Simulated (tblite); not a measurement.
Species: C2H7BO2Si.
SMILES with atom numbers: `[OH:1][B:2]1[CH2:3][O:4][CH2:5][SiH2:6]1` (hydrogens: H7 on O1; H8, H9 on C3; H10, H11 on C5; H12, H13 on Si6)

Computed with GFN2-xTB (tblite), gas phase: L-BFGS steps from a force-field or distance-geometry start until the largest atomic force falls under 0.01 eV/Å.

Step 57: E = -515.5794 eV
```
atom  x, y, z in Å  |  force x, y, z in eV/Å
O1      2.3887    0.6761    0.0177   -0.286   0.039  -0.090
B2      1.1160    0.2938   -0.0649   -0.065  -0.021  -0.035
C3      0.5410   -1.2200   -0.0149    0.264   0.109  -0.137
O4     -0.8378   -1.2308   -0.3593   -0.106  -0.106   0.091
C5     -1.5622   -0.1561    0.2254    0.004   0.134   0.099
Si6    -0.5136    1.3996   -0.2495   -0.004  -0.100  -0.012
H7      3.0946    0.0330    0.0714    0.058  -0.184   0.070
H8      0.9935   -1.8959   -0.7526    0.116   0.011   0.157
H9      0.6906   -1.6727    0.9881   -0.084   0.038  -0.132
H10    -2.5784   -0.2345   -0.1666    0.164   0.090  -0.052
H11    -1.6249   -0.2996    1.3150    0.008  -0.001   0.009
H12    -0.7952    2.5662    0.5929   -0.064  -0.050   0.063
H13    -0.9166    1.7413   -1.6202   -0.006   0.041  -0.029
```

Step 58: E = -515.5866 eV
```
atom  x, y, z in Å  |  force x, y, z in eV/Å
O1      2.3807    0.6717    0.0135   -0.175   0.156  -0.077
B2      1.1114    0.2922   -0.0718   -0.123  -0.048  -0.032
C3      0.5447   -1.2218   -0.0139    0.202   0.105  -0.119
O4     -0.8352   -1.2359   -0.3510   -0.141  -0.104   0.038
C5     -1.5556   -0.1541    0.2254    0.015   0.096   0.079
Si6    -0.5157    1.4023   -0.2553    0.042  -0.103   0.002
H7      3.0860    0.0312    0.0815    0.105  -0.228   0.065
H8      0.9961   -1.9007   -0.7455    0.143  -0.005   0.051
H9      0.6976   -1.6804    0.9830   -0.070   0.062  -0.030
H10    -2.5675   -0.2288   -0.1700    0.063   0.066  -0.077
H11    -1.6226   -0.2973    1.3125    0.003   0.024   0.079
H12    -0.7959    2.5653    0.5927   -0.058  -0.051   0.069
H13    -0.9283    1.7568   -1.6188   -0.007   0.032  -0.047
```

Step 59: E = -515.5932 eV
```
atom  x, y, z in Å  |  force x, y, z in eV/Å
O1      2.3734    0.6661   -0.0084    0.120   0.112  -0.056
B2      1.1057    0.2902   -0.0810   -0.111  -0.065  -0.017
C3      0.5528   -1.2219   -0.0037    0.019  -0.014  -0.052
O4     -0.8300   -1.2437   -0.3457   -0.065  -0.060   0.042
C5     -1.5532   -0.1540    0.2179    0.038  -0.008   0.016
Si6    -0.5189    1.4047   -0.2549    0.060  -0.044  -0.012
H7      3.0838    0.0245    0.0626   -0.059  -0.094   0.048
H8      1.0120   -1.9176   -0.7130    0.121   0.022  -0.033
H9      0.6976   -1.6752    0.9985   -0.068   0.140  -0.028
H10    -2.5564   -0.2270   -0.1944   -0.008   0.052  -0.077
H11    -1.6355   -0.2997    1.3016   -0.007   0.047   0.131
H12    -0.7942    2.5594    0.6105   -0.046  -0.087   0.057
H13    -0.9416    1.7945   -1.6078    0.008  -0.002  -0.018
```

Step 60: E = -515.5969 eV
```
atom  x, y, z in Å  |  force x, y, z in eV/Å
O1      2.3740    0.6623   -0.0207    0.038   0.130  -0.047
B2      1.1028    0.2904   -0.0857   -0.002  -0.008  -0.012
C3      0.5578   -1.2195   -0.0006   -0.084  -0.052  -0.024
O4     -0.8271   -1.2462   -0.3438   -0.025  -0.045   0.043
C5     -1.5524   -0.1538    0.2155    0.043  -0.065   0.013
Si6    -0.5203    1.4054   -0.2537    0.063  -0.007  -0.018
H7      3.0748    0.0125    0.0561   -0.010  -0.110   0.041
H8      1.0240   -1.9205   -0.6990    0.096   0.019  -0.074
H9      0.6997   -1.6671    1.0043   -0.067   0.148  -0.007
H10    -2.5527   -0.2240   -0.2037   -0.018   0.036  -0.078
H11    -1.6424   -0.3028    1.2984   -0.005   0.064   0.120
H12    -0.7980    2.5554    0.6183   -0.037  -0.097   0.054
H13    -0.9445    1.8083   -1.6031    0.009  -0.015  -0.009
```

Question: Estimate the geometry and energy of step 61. (The exact step hangs on the optimiser's Hessian estimate; all steps are aligned on step 60, rigid shifts and turns removed.)

Answer: E = -515.6026 eV, largest force 0.207 eV/Å
```
atom  x, y, z in Å  |  force x, y, z in eV/Å
O1      2.3763    0.6568   -0.0412    0.036   0.058  -0.036
B2      1.1001    0.2940   -0.0945    0.099   0.041   0.001
C3      0.5646   -1.2132    0.0051   -0.174  -0.112  -0.008
O4     -0.8222   -1.2508   -0.3425    0.032  -0.025   0.064
C5     -1.5546   -0.1570    0.2098    0.042  -0.112  -0.002
Si6    -0.5222    1.4048   -0.2494    0.033   0.059  -0.038
H7      3.0592   -0.0136    0.0364   -0.015  -0.033   0.029
H8      1.0474   -1.9237   -0.6740    0.014   0.038  -0.073
H9      0.7013   -1.6405    1.0196   -0.069   0.135  -0.010
H10    -2.5506   -0.2232   -0.2238    0.026   0.016  -0.047
H11    -1.6579   -0.3074    1.2931    0.000   0.070   0.059
H12    -0.8004    2.5442    0.6378   -0.033  -0.104   0.046
H13    -0.9453    1.8299   -1.5940    0.009  -0.032   0.015
```

The energy changes by -0.0056 eV. The first-order estimate −F·Δx gives -0.0082 eV and the mean of the old and new forces, exact on a quadratic surface, -0.0056 eV. The step makes an angle of 74° with the force vector and moves no atom by more than 0.036 Å.

What follows is the cost of the whole relaxation. The run took 0.34 s on one thread, Arm Neoverse V2 (aarch64), on a shared host.
